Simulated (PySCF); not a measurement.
Cl3OSi, multiplicity 2. Atoms are numbered in the order given.

```xyz
5

O     -0.2705    -1.9155     0.0000
Si    -0.0092    -0.2634     0.0000
Cl     1.0159     0.3220     1.6477
Cl    -1.8970     0.4744     0.0000
Cl     1.0159     0.3220    -1.6477
```
Charge 0, spin multiplicity 2.

Coordinates come from a ωB97X-D3(BJ)/def2-SVP optimisation. The isomer is the one that the SMILES or the coordinates give; other isomers of the formula were not compared.

Level of theory: PBE/def2-TZVP in PySCF.

Gas-phase values at a fixed geometry.

```yaml
total_energy: -1744.73556 hartree
point_group: Cs
"α spin, highest occupied and lowest empty level": -8.07 and -1.50 eV
"β spin, highest occupied and lowest empty level": -7.73 and -7.10 eV
dipole_moment: 1.32 D
quadrupole, principal values (traceless, Buckingham form, about the centre of nuclear charge): -4.71, 1.06, 3.65 D·Å
mean_static_polarisability: 68.7 bohr³ (10.18 Å³)
polarisability_principal_values: 60.3, 71.0, 74.7 bohr³
"⟨S²⟩": 0.753 (pure state 0.75)
```
